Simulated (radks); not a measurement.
Q: These are the eigenvalues of the occupied orbitals of an atom or ion with whole-number occupations (hartree). Method: scalar-relativistic Kohn-Sham, PBE, spin-polarised, spherical densities, finite nucleus; Fermi nuclear charge, rms radius of each element as measured or else 0.836 A^(1/3) + 0.57 fm; computed with a radial shooting solver on a logarithmic mesh with Libxc functionals.

orbital  eigenvalue
1s up     -1329.540
1s down   -1329.540
2s up     -220.3903
2s down   -220.3306
2p up     -199.1692
2p down   -199.1230
3s up     -56.39476
3s down   -56.36578
3p up     -49.56596
3p down   -49.53286
3d up     -39.61614
3d down   -39.56478
4s up     -20.43873
4s down   -20.24409
4p up     -18.10299
4p down   -17.90908
4d up     -14.66290

Which element is it, and in what charge state? The configuration may be excited. Open shells, if any, are filled with parallel spins first.

A: Z = 55, caesium, charge +16: Cs16+ in [Kr] 4d3. The list shows which subshells hold electrons but not how many an open one holds; the 1s level, -1329.5 hartree, gives Z - s = 51.6 by -(Z - s)^2/2, which with screening and relativity narrows Z to a few neighbours, and the depths of the outer levels then fix element, charge and occupations together.
